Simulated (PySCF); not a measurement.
GaCl2, SMILES [Cl][Ga][Cl], multiplicity 2. The structure is a stationary point at PBE0-D3(BJ)/def2-TZVP. The spin state was assumed, not searched. The isomer is the one that the SMILES or the coordinates give; other isomers of the formula were not compared.

Method: PBE0-D3(BJ)/def2-TZVP in PySCF.

Harmonic wavenumbers (cm⁻¹): 115, 372, 420. Rotational constants (GHz): 11.90, 2.064, 1.759; symmetry number 2.

### Question
Work out the zero-point energy and the ideal-gas rigid-rotor harmonic-oscillator thermochemistry at 298.15 K and 1 atm.

### Answer
ZPE = ½ Σ hcν = ½ × 908 cm⁻¹ = 1.30 kcal/mol. H − E(el) = 4.50 kcal/mol. Entropy in cal/(mol K): translation 40.73, rotation 25.03, vibration 5.14, spin 1.38, total 72.28. G − E(el) = -17.05 kcal/mol. Cp = 12.84 cal/(mol K). Modes under 150 cm⁻¹ make the vibrational entropy uncertain.
